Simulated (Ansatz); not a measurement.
Ga9P9, relaxed as a singlet with RKS PBE-D4/def2-SVP in Ansatz, starting from the GFN1-xTB geometry. Force threshold 0.03 eV/Å.

Single mean-field runs in def2-SVP are fitted with def2-universal-jkfit. The restricted singlet is unstable towards broken spin symmetry in Hartree–Fock (as tested in another run); at PBE-D4/def2-SVP this wasn't settled. Another isomer (singlet) lies 1.62 eV lower at PBE0-D4/def2-TZVP; other spin states weren't run for this one.

Start:

| atom | x (Å) | y (Å) | z (Å) |
| --- | --- | --- | --- |
| Ga1 | 1.322 | -2.905 | 0.050 |
| Ga2 | -1.804 | -1.829 | 0.478 |
| Ga3 | -3.045 | -1.172 | -1.955 |
| Ga4 | 0.671 | 0.774 | 3.765 |
| Ga5 | 2.381 | 1.212 | -0.291 |
| Ga6 | -0.169 | 2.069 | -2.877 |
| Ga7 | 2.430 | -0.415 | 2.310 |
| Ga8 | -3.036 | 1.388 | 0.685 |
| Ga9 | -0.830 | 2.965 | -0.403 |
| P10 | -0.024 | -1.476 | 2.083 |
| P11 | 2.178 | 0.955 | -2.631 |
| P12 | -0.290 | -1.500 | -1.674 |
| P13 | -0.739 | 0.509 | 1.425 |
| P14 | -3.994 | -0.992 | 0.580 |
| P15 | -1.087 | 0.441 | -1.062 |
| P16 | 0.826 | 2.083 | 1.491 |
| P17 | 3.251 | -1.006 | -0.050 |
| P18 | 1.959 | -1.100 | -1.924 |

| step | energy (eV) | largest force component (eV/Å) | SCF passes |
| --- | --- | --- | --- |
| 1 | -554818.7611 | 0.849 | 28 |
| 2 | -554819.2308 | 0.437 | 31 |
| 3 | -554819.3340 | 0.213 | 26 |
| 4 | -554819.3787 | 0.152 | 25 |
| 5 | -554819.4173 | 0.213 | 30 |
| 6 | -554819.4758 | 0.223 | 30 |
| 7 | -554819.5763 | 0.256 | 32 |
| 8 | -554819.6840 | 0.365 | 32 |
| 9 | -554819.8079 | 0.313 | 32 |
| 10 | -554819.9036 | 0.223 | 32 |
| 11 | -554819.9799 | 0.274 | 32 |
| 12 | -554820.0315 | 0.195 | 32 |
| 13 | -554820.0723 | 0.284 | 31 |
| 14 (rejected) | -554819.9779 | 0.539 | 29 |
| 15 | -554820.1485 | 0.129 | 26 |
| 16 (rejected) | -554820.1374 | 0.221 | 29 |
| 17 | -554820.1624 | 0.036 | 25 |
| 18 | -554820.1644 | 0.037 | 25 |
| 19 | -554820.1651 | 0.019 | 25 |

Force components are those of the run's own axes.

End:

```xyz
18

Ga    1.1912   -3.0137    0.4050
Ga   -1.3812   -1.8746    0.0514
Ga   -3.4022   -0.6293   -2.2376
Ga    1.4432    1.6614    3.9771
Ga    1.5145    0.9562   -0.3639
Ga    0.2120    2.2277   -2.5345
Ga    1.9935   -0.5224    2.2841
Ga   -2.4537    0.6719    0.6302
Ga   -1.0922    2.8033   -0.0905
P    -0.2930   -1.4696    2.1727
P     2.2787    0.9007   -2.6295
P    -0.3330   -1.5745   -2.1501
P    -0.6298    0.7382    2.3825
P    -3.6697   -1.2982    0.2551
P    -0.9476    0.4248   -1.4223
P     0.7633    2.2892    1.4553
P     2.8637   -0.9723   -0.0614
P     1.9423   -1.3186   -2.1234
```

Bonds formed: Ga5–P15 (atoms count from 1).

No frequencies were taken in this run, so the end may be a saddle point.

Hardware: 2 threads of AMD EPYC 7R13 on a shared host and a share (18 GiB) of an NVIDIA H100 80GB HBM3. Wall time 87 s, peak host memory 1 GiB.
